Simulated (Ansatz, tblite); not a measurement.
Removing and adding an electron: Zn₁₀H₂₈Se₁₀. The state is a singlet with charge 0. Geometry: PBE-D4/def2-SVP, loosely relaxed. Ansatz, gas phase; energy differences of separate SCF runs; the oxidised species was run as a doublet alone; the reduced species was run as a doublet alone.

```xyz
48

Zn   -2.813   -2.363   -1.865
Zn   -2.764   -0.778    2.717
Zn    3.225   -0.494    3.405
Zn    1.299   -1.341   -3.417
Zn    4.674    0.693    1.414
Zn    0.334   -1.293    0.637
Zn   -3.081    0.425   -0.975
Zn   -1.036    1.457    2.097
Zn    0.398    3.170   -0.059
Zn    1.819    3.261    2.280
Se   -0.823   -2.397    2.482
Se   -0.115   -2.344   -1.620
Se   -2.442   -0.885   -4.083
Se    2.802   -1.340    0.902
Se   -4.562    1.271    0.756
Se    1.146    1.045    3.372
Se    3.753   -1.097   -2.327
Se    0.869    1.232   -3.141
Se    2.868    2.119    0.184
Se   -0.591    0.806   -0.184
H    -3.349   -3.773   -2.264
H    -3.758   -3.919    1.160
H    -4.248   -1.252    2.880
H    -2.098    0.750    3.168
H     4.298    0.773    3.048
H     3.223   -1.656    4.446
H     1.384   -1.895   -4.882
H     5.981    0.521    0.581
H    -3.003   -1.279   -0.625
H    -3.005    0.983   -2.487
H    -2.249    2.985    1.920
H     0.205    4.167   -1.240
H     2.535    4.426    3.029
H     0.138    3.334    1.640
H     0.082   -1.669    3.416
H    -3.866   -3.165    1.047
H     0.306   -3.766   -1.714
H    -3.853   -0.561   -4.400
H    -2.418   -1.982   -5.120
H     2.975   -2.714    1.442
H    -2.900    2.534    1.594
H    -4.796    2.496   -0.064
H     0.867    1.487    4.761
H     3.898   -2.557   -2.102
H     4.314   -1.245   -3.708
H     1.183    1.400   -4.596
H    -0.593    1.177   -3.435
H     3.789    3.255   -0.072
```

The xTB rows come from tblite. Single mean-field runs in def2-TZVP are fitted with def2-universal-jkfit. HOMO above LUMO, or a gap near zero within one spin, warns that the state may not be the lowest or that an electron is smeared out. In the singlet geometry the species has come apart into loosely held pieces. In the singlet, H22 and H36 lie 0.77 Å apart, H31 and H41 lie 0.86 Å apart (atoms count from 1), so H2 has formed as a molecule. In the doublet geometry the species has come apart into loosely held pieces.

| level | −HOMO (eV) | vertical IE (eV) | −LUMO (eV) | vertical EA (eV) | HOMO–LUMO gap (eV) | IE − EA (eV) | remarks |
| --- | --- | --- | --- | --- | --- | --- | --- |
| PBE-D4/def2-TZVP | 5.43 | – | 2.56 | 1.24 | 2.87 | – | HOMO above zero (-1 doublet), gap within one spin near zero (-1 doublet), loose geometry (-1 doublet), loose geometry (singlet) |
| PBE0-D4/def2-TZVP | 6.39 | 7.74 | 1.78 | 0.90 | 4.61 | 6.84 | HOMO above zero (-1 doublet), loose geometry (+1 doublet), loose geometry (-1 doublet), loose geometry (singlet) |

Question: Estimate the rows for GFN1-xTB, GFN2-xTB.

Answer: 
```csv
level,−HOMO (eV),vertical IE (eV),−LUMO (eV),vertical EA (eV),HOMO–LUMO gap (eV),IE − EA (eV),remarks
GFN1-xTB,8.81,10.92,6.22,4.58,2.59,6.34,"loose geometry (+1 doublet), loose geometry (-1 doublet), loose geometry (singlet)"
GFN2-xTB,10.62,12.46,8.04,6.57,2.58,5.89,"loose geometry (+1 doublet), loose geometry (-1 doublet), loose geometry (singlet)"
```

Run but left out: PBE-D4/def2-TZVP (charge +1 doublet: an occupied level 0.01 eV above an empty one).   A HOMO above zero means that the electron is unbound at that level or that self-interaction error raises the level; the energy of removing that electron tells which. Raw xTB energy differences between charge states are shifted by several eV; the methods need an empirical correction for them. Sets without diffuse functions give affinities that are too small.
